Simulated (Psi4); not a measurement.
CH3ClF2Ge (SMILES [CH3][Ge]([F])([F])[Cl]), singlet, geometry from GFN2-xTB; PBE/cc-pVTZ in Psi4.

Psi4 was given this input:
```
memory 2 GB

molecule {
0 1
C    -2.11129369   -0.16473447    0.16692072
Ge   -0.14771808    0.09346536    0.11585452
F     0.48311943   -0.07748517    1.74165431
F     0.18694052    1.79287735   -0.14914573
Cl    1.10341406   -0.98930651   -1.15171228
H    -2.33652788   -1.20538151    0.37638144
H    -2.53819724    0.11693525   -0.79026204
H    -2.51911247    0.46564236    0.95154340
}

set {
  basis cc-pvtz
}

energy('pbe')
print_variables()
```

Q: Predict the main parts of the log of this Psi4 run.

A: 
```
   => Loading Basis Set <=

    Name: CC-PVTZ
    Role: ORBITAL
    Keyword: BASIS

         ---------------------------------------------------------
                                   SCF
               by Justin Turney, Rob Parrish, Andy Simmonett
                          and Daniel G. A. Smith
                              RKS Reference
         ---------------------------------------------------------

  ==> Geometry <==

    Molecular point group: c1
    Full point group: C1

    Geometry (in Angstrom), charge = 0, multiplicity = 1:

       Center              X                  Y                   Z               Mass
    ------------   -----------------  -----------------  -----------------  -----------------
         C           -2.158285628681    -0.178936018229     0.160188077619    12.000000000000
         GE          -0.194710018681     0.079263811771     0.109121877619    73.921177761000
         F            0.436127491319    -0.091686718229     1.734921667619    18.998403162730
         F            0.139948581319     1.778675801771    -0.155878372381    18.998403162730
         CL           1.056422121319    -1.003508058229    -1.158444922381    34.968852682000
         H           -2.383519818681    -1.219583058229     0.369648797619     1.007825032230
         H           -2.585189178681     0.102733701771    -0.796994682381     1.007825032230
         H           -2.566104408681     0.451440811771     0.944810757619     1.007825032230

  Running in c1 symmetry.

  Rotational constants: A =      0.11092  B =      0.06911  C =      0.06568 [cm^-1]
  Rotational constants: A =   3325.29008  B =   2071.86449  C =   1968.90038 [MHz]
  Nuclear repulsion =  510.244479218727122

  Charge       = 0
  Multiplicity = 1
  Electrons    = 76
  Nalpha       = 38
  Nbeta        = 38

  ==> Algorithm <==

  SCF Algorithm Type is DF.
  DIIS enabled.
  MOM disabled.
  Fractional occupation disabled.
  Guess Type is SAD.
  Energy threshold   = 1.00e-06
  Density threshold  = 1.00e-06
  Integral threshold = 1.00e-12

  ==> Primary Basis <==

  Basis Set: CC-PVTZ
    Blend: CC-PVTZ
    Number of shells: 75
    Number of basis functions: 209
    Number of Cartesian functions: 238
    Spherical Harmonics?: true
    Max angular momentum: 3

  ==> DFT Potential <==

   => LibXC <=

    Version 7.1.2
    S. Lehtola, C. Steigemann, M. J. T. Oliveira, and M. A. L. Marques,  SoftwareX 7, 1–5 (2018) (10.1016/j.softx.2017.11.002)

   => Composite Functional: PBE <=

    PBE GGA Exchange-Correlation Functional

    J.P. Perdew et. al., Phys. Rev. Lett., 77(18), 3865-3868, 1996

    Deriv               =              1
    GGA                 =           TRUE
    Meta                =          FALSE

    Exchange Hybrid     =          FALSE
    MP2 Hybrid          =          FALSE

   => Exchange Functionals <=

    1.0000     XC_GGA_X_PBE

   => Correlation Functionals <=

    1.0000     XC_GGA_C_PBE

   => LibXC Density Thresholds  <==

    XC_GGA_C_PBE:  1.00E-12
    XC_GGA_X_PBE:  1.00E-15

   => Molecular Quadrature <=

    Radial Scheme          =       TREUTLER
    Pruning Scheme         =           NONE
    Nuclear Scheme         =       TREUTLER

    Blocking Scheme        =         OCTREE
    BS radius alpha        =              1
    Pruning alpha          =              1
    Radial Points          =             75
    Spherical Points       =            302
    Total Points           =         172569
    Total Blocks           =           1352
    Max Points             =            256
    Max Functions          =            209
    Weights Tolerance      =       1.00E-15

   => Loading Basis Set <=

    Name: (CC-PVTZ AUX)
    Role: JKFIT
    Keyword: DF_BASIS_SCF

  ==> Integral Setup <==

  SCF_SUBTYPE=INCORE selected. In-core MEM_DF algorithm will be used.
  Using in-core AOs.

  ==> MemDFJK: Density-Fitted J/K Matrices <==

    J tasked:                   Yes
    K tasked:                    No
    wK tasked:                   No
    Algorithm:                 Core
    Schwarz Cutoff:           1E-12
    Mask sparsity (%):       2.8708
    Fitting Condition:        1E-10

   => Auxiliary Basis Set <=

  Basis Set: (CC-PVTZ AUX)
    Blend: CC-PVTZ-JKFIT
    Number of shells: 193
    Number of basis functions: 655
    Number of Cartesian functions: 807
    Spherical Harmonics?: true
    Max angular momentum: 4

  Minimum eigenvalue in the overlap matrix is 1.7652924871E-03.
  Reciprocal condition number of the overlap matrix is 2.6142897243E-04.
    Using symmetric orthogonalization.

  ==> Pre-Iterations <==

  SCF Guess: Superposition of Atomic Densities via on-the-fly atomic UHF (no occupation information).

   -------------------------
    Irrep   Nso     Nmo
   -------------------------
     A        209     209
   -------------------------
    Total     209     209
   -------------------------

  ==> Iterations <==

                           Total Energy        Delta E     RMS |[F,P]|

   @DF-RKS iter SAD: -2772.94253562768472   -2.77294e+03   0.00000e+00
   @DF-RKS iter   1: -2774.98741471746371   -2.04488e+00   1.08337e-02 DIIS/ADIIS
   @DF-RKS iter   2: -2772.28264820229379    2.70477e+00   2.22217e-02 DIIS/ADIIS
   @DF-RKS iter   3: -2776.30039802856754   -4.01775e+00   1.69642e-03 DIIS/ADIIS
   @DF-RKS iter   4: -2776.31120638289121   -1.08084e-02   1.43307e-03 DIIS/ADIIS
   @DF-RKS iter   5: -2776.34176737803227   -3.05610e-02   1.88371e-04 DIIS/ADIIS
   @DF-RKS iter   6: -2776.34227820352453   -5.10825e-04   8.37759e-05 DIIS
   @DF-RKS iter   7: -2776.34239479349935   -1.16590e-04   2.76499e-05 DIIS
   @DF-RKS iter   8: -2776.34240987130897   -1.50778e-05   6.10006e-06 DIIS
   @DF-RKS iter   9: -2776.34241059809847   -7.26789e-07   1.62414e-06 DIIS
   @DF-RKS iter  10: -2776.34241065049309   -5.23946e-08   4.29984e-07 DIIS
  Energy and wave function converged.

  ==> Post-Iterations <==

   Electrons on quadrature grid:
      Ntotal   =   75.9999741126 ; deviation = -2.589e-05

    Orbital Energies [Eh]
    ---------------------

    Doubly Occupied:

[...]
    Virtual:

[...]
    Final Occupation by Irrep:
              A
    DOCC [    38 ]
    NA   [    38 ]
    NB   [    38 ]

  @DF-RKS Final Energy: -2776.34241065049309

   => Energetics <=

    Nuclear Repulsion Energy =            510.2444792187271219
    One-Electron Energy =               -4878.7373890678900352
    Two-Electron Energy =                1726.2087408984045851
    DFT Exchange-Correlation Energy =    -134.0582416997345945
    Empirical Dispersion Energy =           0.0000000000000000
    VV10 Nonlocal Energy =                  0.0000000000000000
    Total Energy =                      -2776.3424106504930933

Computation Completed

Properties will be evaluated at   0.000000,   0.000000,   0.000000 [a0]

Properties computed using the SCF density matrix

 Multipole Moments:

 ------------------------------------------------------------------------------------
     Multipole            Electronic (a.u.)      Nuclear  (a.u.)        Total (a.u.)
 ------------------------------------------------------------------------------------

 L = 1.  Multiply by 2.5417464519 to convert [e a0] to [Debye]
 Dipole X            :          5.6012627           -6.7489434           -1.1476807
 Dipole Y            :          1.4731573           -2.0396153           -0.5664580
 Dipole Z            :          0.5862457           -0.9669362           -0.3806905
 Magnitude           :                                                    1.3352793

 ------------------------------------------------------------------------------------

  Variable Map:
  ----------------------------------------------------------------------------
[...]
  Array Variable Map:
  ----------------------------------------------------------------------------
[...]
[...]
```
